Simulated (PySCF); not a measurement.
# Continuum solvent and chemical shifts

Atoms are numbered as in `[Cl:1][c:2]1[cH:3][cH:4][c:5]2[cH:6][cH:7][cH:8][cH:9][c:10]2[n:11]1`; H(Xn) means a hydrogen on atom n.

GIAO PBE0/pcSseg-1 in PySCF on one PBE0-D3(BJ)/def2-SVP conformer, non-relativistic, equivalent nuclei averaged. Solvents enter as an IEF-PCM continuum (benzene with ε = 2.3, methanol with ε = 32.6) around the gas-phase geometry. Shifts are referred to TMS computed in the same medium.

In benzene, δ in ppm: C2 159.9, C10 151.3, C4 145.7, C8 137.1, C9 136.7, C6 134.1, C7 133.4, C5 130.5, C3 128.9, H(C9) 8.32, H(C4) 8.28, H(C6) 8.07, H(C8) 8.06, H(C7) 7.85. Dipole moment 4.08 D.

Question: How does each δ change in the more polar medium?

Answer: 
```
atoms                       environment  Δδ, methanol
   C2  aromatic carbon bearing chlorine          +0.3
  C10       ring-fusion aromatic carbon          +0.1
   C4                       aromatic CH          +2.7
   C8                       aromatic CH          +1.6
   C9                       aromatic CH          -0.4
   C6                       aromatic CH          +1.8
   C7                       aromatic CH          +1.6
   C5       ring-fusion aromatic carbon          +0.9
   C3                       aromatic CH          +1.2
H(C9)        hydrogen on an aromatic CH         -0.01
H(C4)        hydrogen on an aromatic CH         +0.32
H(C6)        hydrogen on an aromatic CH         +0.25
H(C8)        hydrogen on an aromatic CH         +0.17
H(C7)        hydrogen on an aromatic CH         +0.19
```

Changes are relative to benzene. The dipole moment becomes 4.90 D in methanol.

Question: Which nuclei move most (in ppm), and what does the model miss?

Answer: C4 (aromatic CH, +2.7 ppm) in methanol. A continuum only polarises the solute; specific hydrogen bonds, the anisotropy of aromatic solvents and changes of geometry or conformer are outside it.
